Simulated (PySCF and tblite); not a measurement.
The numbers below are computed, except where a source is named.
System: C₈H₇N, numbered as in [CH:1]#[C:2][C:3]1([C:4]#[CH:5])[CH2:6][N:7]1[CH:8]=[CH2:9].

Motion: pyramidal inversion at N7. GFN2-xTB gives an electronic barrier of 5.9 kcal/mol.

BHandHLYP/pcSseg-1 + D3(BJ) on GFN2-xTB geometries gives 10.1 kcal/mol and k(298 K) = 5.6×10⁵ s⁻¹.

(1) What does BLYP/pcSseg-1 + D3(BJ) give on GFN2-xTB geometries?

(2) At the first level the ¹³C lines of C1 / C5 span 176 Hz and merge at 208 K (250 MHz). What does the second level predict?

Programs: tblite and PySCF.

Answers

(1) A barrier of 9.3 kcal/mol, 0.8 below the first DFT barrier (from unrounded values) and, with GFN2-xTB thermal terms, ΔG‡(298 K) = 8.9 kcal/mol and k = 2×10⁶ s⁻¹ (1 equivalent path).

(2) A span of 179 Hz and merging at 192 K.
